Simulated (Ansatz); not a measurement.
Species: BiH₅ (charge 0, singlet). 
Coordinates optimised at B3LYP-D3(BJ)/def2-TZVP (Ansatz, a program for electronic structure):
```
Bi
H 1 1.7992
H 1 1.7992 2 120.00
H 1 1.7992 2 120.00 3 -180.00
H 1 1.8661 2 90.00 3 -90.00
H 1 1.8661 2 90.00 5 180.00
```

Basis-set convergence of Hartree-Fock and CCSD(T) correlation energies (hartree) with Ansatz. Valence correlation only, unless marked. Spin-orbit coupling is left out. Frozen are the shells of the preceding noble gas and the d and f shells that filled before the atom's block. In def2 rows, elements after Kr have scalar-relativistic effective core potentials.

```csv
basis,functions,E(HF),"E(corr, CCSD(T))",rough core time
def2-SVP,51,-216.24526,-0.18014,under 20 s
def2-TZVPP,120,-216.26228,-0.21852,under 20 s
def2-QZVPP,232,-216.26510,-0.22883,23 s
```

Extrapolating the two largest sets (X = 3 and 4) as X^-3: E(corr) = (64·(-0.22883) - 27·(-0.21852))/37 = -0.2364 Eh, an estimate of the basis-set limit. The largest set recovers 96.8 % of it, the smallest 76.2 %.
